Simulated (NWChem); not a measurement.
System: I, doublet

The following NWChem deck was run.

```
start job
memory heap 200 mb stack 900 mb global 1100 mb
geometry units angstroms noautoz
  I      0.000000     0.000000     0.000000
end
basis spherical
  * library def2-svp
end
ecp
  I library def2-ecp
end
dft
  odft
  mult 2
  xc becke97-2
  iterations 150
  mulliken
end
task dft energy
```

Output (shortened):

```
             Northwest Computational Chemistry Package (NWChem) 7.3.0
             --------------------------------------------------------

                             Geometry "geometry" -> ""
                             -------------------------

 Output coordinates in angstroms (scale by  1.889725989 to convert to a.u.)

  No.       Tag          Charge          X              Y              Z
 ---- ---------------- ---------- -------------- -------------- --------------
    1 I                   53.0000     0.00000000     0.00000000     0.00000000

 Effective nuclear repulsion energy (a.u.)       0.0000000000

                                 NWChem DFT Module
                                 -----------------

 Summary of "ao basis" -> "ao basis" (spherical)
 ------------------------------------------------------------------------------
       Tag                 Description            Shells   Functions and Types
 ---------------- ------------------------------  ------  ---------------------
 I                          def2-svp                10       26   4s4p2d

            General Information
            -------------------
          SCF calculation type: DFT
          Wavefunction type:  spin polarized.
          No. of atoms     :     1
          No. of electrons :    25
           Alpha electrons :    13
            Beta electrons :    12
          Charge           :     0
          Spin multiplicity:     2
          Use of symmetry is: off; symmetry adaption is: off
          Maximum number of iterations: 150
          AO basis - number of functions:    26
                     number of shells:    10
          Convergence on energy requested:  1.00D-06
          Convergence on density requested:  1.00D-05
          Convergence on gradient requested:  5.00D-04

              XC Information
              --------------
                   Becke 97-2 Method XC Functional
                     Hartree-Fock (Exact) Exchange  0.210
                 Becke 1997-2  Exchange Functional  1.000
                Becke 1997-2 Correlation Potential  1.000

             Grid Information
             ----------------
          Grid used for XC integration:  medium
          Radial quadrature: Mura-Knowles
          Angular quadrature: Lebedev.
          Tag              B.-S. Rad. Rad. Pts. Rad. Cut. Ang. Pts.
          ---              ---------- --------- --------- ---------
          I                   1.40      123           5.0       590
          Grid pruning is: on
          Number of quadrature shells:   123
          Spatial weights used:  Erf1

      Superposition of Atomic Density Guess
      -------------------------------------

 Sum of atomic energies:        -347.12711987

      Non-variational initial energy
      ------------------------------

 Total energy =    -296.500214
 1-e energy   =    -517.409208
 2-e energy   =     220.908994
 HOMO         =      -0.341749
 LUMO         =       0.405552

     ---------------------------------------------
      Total Density - Mulliken Population Analysis
     ---------------------------------------------

    Atom       Charge   Shell Charges
 -----------   ------   -------------------------------------------------------
    1 I   25    25.00   1.83  0.22  1.26  0.69  2.94  3.11  2.38  2.57  9.83  0.17

     --------------------------------------------
      Spin Density - Mulliken Population Analysis
     --------------------------------------------

    Atom       Charge   Shell Charges
 -----------   ------   -------------------------------------------------------
    1 I   25     1.00   0.00  0.00  0.00  0.00 -0.03  0.04  0.48  0.51  0.00 -0.00

   convergence    iter        energy       DeltaE   RMS-Dens  Diis-err
 ---------------- ----- ----------------- --------- --------- ---------
 d= 0,ls=0.0,diis     1   -297.9715996290 -2.98D+02  1.08D-02  1.48D-02
                                                     8.51D-03  9.67D-03
 d= 0,ls=0.0,diis     2   -297.9777992342 -6.20D-03  2.40D-03  1.31D-03
                                                     2.94D-03  1.32D-03
 d= 0,ls=0.0,diis     3   -297.9784678988 -6.69D-04  6.89D-04  2.53D-04
                                                     5.18D-04  2.22D-04
 d= 0,ls=0.0,diis     4   -297.9785469845 -7.91D-05  9.10D-05  7.40D-07
                                                     2.19D-05  2.71D-07
 d= 0,ls=0.0,diis     5   -297.9785474821 -4.98D-07  5.13D-06  4.05D-09
                                                     1.03D-05  7.62D-09
 d= 0,ls=0.0,diis     6   -297.9785474877 -5.57D-09  5.12D-07  1.98D-11
                                                     5.01D-07  1.23D-11

         Total DFT energy =     -297.978547487720
      One electron energy =     -517.906616883628
           Coulomb energy =      242.462080717457
    Exchange-Corr. energy =      -22.534011321549
 Nuclear repulsion energy =        0.000000000000

 Numeric. integr. density =       25.000000630903

                    DFT Final Alpha Molecular Orbital Analysis
                    ------------------------------------------

 Vector   11  Occ=1.000000D+00  E=-3.297129D-01
              MO Center= -3.7D-14, -2.8D-14,  2.2D-14, r^2= 1.9D+00
   Bfn.  Coefficient  Atom+Function         Bfn.  Coefficient  Atom+Function
  ----- ------------  ---------------      ----- ------------  ---------------
    11      0.558467  1 I  px                14      0.418843  1 I  px
    12      0.368813  1 I  py                15      0.276605  1 I  py
     8     -0.217262  1 I  px                 5     -0.176906  1 I  px
     9     -0.143481  1 I  py                 6     -0.116829  1 I  py
    13     -0.054768  1 I  pz                16     -0.041075  1 I  pz

 Vector   12  Occ=1.000000D+00  E=-2.884879D-01
              MO Center=  8.2D-15,  2.3D-14, -1.9D-14, r^2= 1.9D+00
   Bfn.  Coefficient  Atom+Function         Bfn.  Coefficient  Atom+Function
  ----- ------------  ---------------      ----- ------------  ---------------
    13      0.564949  1 I  pz                16      0.472906  1 I  pz
    10     -0.225190  1 I  pz                12     -0.218581  1 I  py
    11      0.199755  1 I  px                 7     -0.182373  1 I  pz
    15     -0.182969  1 I  py                14      0.167211  1 I  px
     9      0.087127  1 I  py                 8     -0.079623  1 I  px

 Vector   13  Occ=1.000000D+00  E=-2.884879D-01
              MO Center= -9.9D-16,  4.0D-14, -1.7D-14, r^2= 1.9D+00
   Bfn.  Coefficient  Atom+Function         Bfn.  Coefficient  Atom+Function
  ----- ------------  ---------------      ----- ------------  ---------------
    12      0.486146  1 I  py                15      0.406942  1 I  py
    11     -0.292465  1 I  px                13      0.291502  1 I  pz
    14     -0.244816  1 I  px                16      0.244010  1 I  pz
     9     -0.193779  1 I  py                 6     -0.156934  1 I  py
     8      0.116577  1 I  px                10     -0.116193  1 I  pz

 Vector   14  Occ=0.000000D+00  E= 2.455503D-01
              MO Center=  2.2D-13,  1.2D-13,  1.6D-13, r^2= 3.2D+00
   Bfn.  Coefficient  Atom+Function         Bfn.  Coefficient  Atom+Function
  ----- ------------  ---------------      ----- ------------  ---------------
     3      2.369596  1 I  s                  4     -2.090257  1 I  s
     2     -0.434592  1 I  s                  1     -0.348453  1 I  s

 Vector   15  Occ=0.000000D+00  E= 3.763627D-01
              MO Center= -6.6D-13, -4.3D-13,  5.3D-14, r^2= 1.7D+00
   Bfn.  Coefficient  Atom+Function         Bfn.  Coefficient  Atom+Function
  ----- ------------  ---------------      ----- ------------  ---------------
    22      0.845317  1 I  d -2              24     -0.523550  1 I  d  0
    26      0.360875  1 I  d  2              17     -0.339143  1 I  d -2
    19      0.210049  1 I  d  0              21     -0.144784  1 I  d  2
    25      0.125528  1 I  d  1              23     -0.082899  1 I  d -1
     4     -0.053602  1 I  s                 20     -0.050362  1 I  d  1

 Vector   16  Occ=0.000000D+00  E= 3.771757D-01
              MO Center=  4.3D-13,  2.8D-13, -1.4D-13, r^2= 3.5D+00
   Bfn.  Coefficient  Atom+Function         Bfn.  Coefficient  Atom+Function
  ----- ------------  ---------------      ----- ------------  ---------------
    11      1.203256  1 I  px                14     -1.101432  1 I  px
    12      0.794635  1 I  py                15     -0.727390  1 I  py
     8     -0.250634  1 I  px                 5     -0.204965  1 I  px
     9     -0.165520  1 I  py                 6     -0.135360  1 I  py
    13     -0.118001  1 I  pz                16      0.108016  1 I  pz

                     DFT Final Beta Molecular Orbital Analysis
                     -----------------------------------------

 Vector   10  Occ=1.000000D+00  E=-6.746476D-01
              MO Center=  6.1D-14,  2.8D-14,  6.0D-14, r^2= 1.2D+00
   Bfn.  Coefficient  Atom+Function         Bfn.  Coefficient  Atom+Function
  ----- ------------  ---------------      ----- ------------  ---------------
     3      0.922640  1 I  s                  1     -0.402725  1 I  s
     2     -0.371617  1 I  s                  4      0.343582  1 I  s

 Vector   11  Occ=1.000000D+00  E=-2.749354D-01
              MO Center=  8.8D-15,  3.3D-14, -2.6D-14, r^2= 2.0D+00
   Bfn.  Coefficient  Atom+Function         Bfn.  Coefficient  Atom+Function
  ----- ------------  ---------------      ----- ------------  ---------------
    13      0.533931  1 I  pz                16      0.474434  1 I  pz
    12     -0.235285  1 I  py                10     -0.215924  1 I  pz
    15     -0.209067  1 I  py                11      0.207745  1 I  px
    14      0.184595  1 I  px                 7     -0.174347  1 I  pz
     9      0.095150  1 I  py                 8     -0.084013  1 I  px

[...]
```

Level: B97-2/def2-SVP with def2 effective core potentials on I, spin-unrestricted. The open p shell is one determinant without spherical averaging. No stability test was run on the SCF state. def2 effective core potentials on I; no spin-orbit coupling.
